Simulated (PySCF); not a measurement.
A structure optimised at B3LYP-D3(BJ)/def2-SVP, used in a PySCF frequency run:

```xyz
6

W      0.1785    -0.3329    -0.0514
O      1.2009    -0.8904    -1.2965
S      1.1262    -0.6214     1.8451
Br    -0.3297     2.0204    -0.4055
S     -1.7192    -1.6989     0.0118
H     -1.7904    -1.8351    -1.3380
```
Charge 0, spin multiplicity 1.

Task: Write its SMILES and formula.

Result: [O]=[W](=[S])([SH])[Br], BrHOS2W

Task: What are its rotational constants (standard atomic weights)?

Result: 1.6410, 0.86077, 0.72750 GHz
